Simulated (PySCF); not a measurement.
Two-dimensional NMR puzzle

Compound of formula C7H6N2. Correlations simulated from computed shifts and couplings:

HSQC (one-bond C–H):
```csv
δH,δC,"¹J(C,H) (Hz)"
7.59,141.9,171
7.33,132.7,177
7.18,130.9,170
2.67,26.7,135
```

COSY cross peaks (|J| ≥ 2 Hz):
```csv
δH,δH,abs. J (Hz),bonds
7.59,7.33,8.5,3
7.59,7.18,8.8,3
```

HMBC (two and three bonds, |J| ≥ 2.5 Hz):
```csv
δH,δC [abs. J in Hz]
7.59,"166.3 [7.2], 139.3 [8.4]"
7.33,"130.9 [6.9], 121.6 [3.6]"
7.18,"166.3 [3.4], 132.7 [7.0]"
2.67,"166.3 [5.9], 130.9 [4.4]"
```

Carbons without hydrogens: δ 166.3, 139.3, 121.6.

[PySCF: PBE0-D3(BJ)/def2-SVP geometry; GIAO B3LYP/pcSseg-1 shieldings; spin–spin couplings from B3LYP/pcJ-1 (without the spin–dipole term); rapidly exchanging positions averaged; non-relativistic; a single conformation; no solvent model]

δ = σ(ref) − σ, references computed at the same level: ¹H and ¹³C vs TMS.

Exchangeable hydrogens are left out of these lists, and C,H couplings along chains are those of one rotamer, so weak HMBC peaks may be missing or extra.

Problem. Assemble the structure.

Solution. 6-methylpyridine-2-carbonitrile.

Atoms are numbered as in `[CH3:1][c:2]1[cH:3][cH:4][cH:5][c:6]([C:7]#[N:8])[n:9]1`; H(Xn) means a hydrogen on atom n.

1. δC 166.3 is C2, a substituted aromatic carbon next to a ring nitrogen.
2. δC 141.9 is C4, an aromatic CH (δH 7.59).
3. δC 139.3 is C6, a substituted aromatic carbon next to a ring nitrogen.
4. δC 132.7 is C5, an aromatic CH (δH 7.33).
5. δC 130.9 is C3, an aromatic CH (δH 7.18).
6. δC 121.6 is C7, a nitrile carbon.
7. δC 26.7 is C1, a methyl carbon on an aromatic ring (δH 2.67).
8. HMBC from δH 7.59 reaches the proton-free carbons C2, C6.
9. HMBC from δH 7.33 reaches the proton-free carbon C7.
10. HMBC from δH 7.18 reaches the proton-free carbon C2.
11. HMBC from δH 2.67 reaches the proton-free carbon C2.
12. COSY links 7.59–7.33, 7.59–7.18.

The shifts were computed for this structure.

Unscaled 3J(H,H) at this level run about 10 % above measured values. Shifts are as computed. Against solution values, carbons near 30 ppm lie about +2 ppm off and those near 130 ppm about +6 ppm. Of 1211 compounds with measured shifts, 218 miss one by over three times the rms of a fit or turn the order of signals round; such compounds aren't used in these exercises.
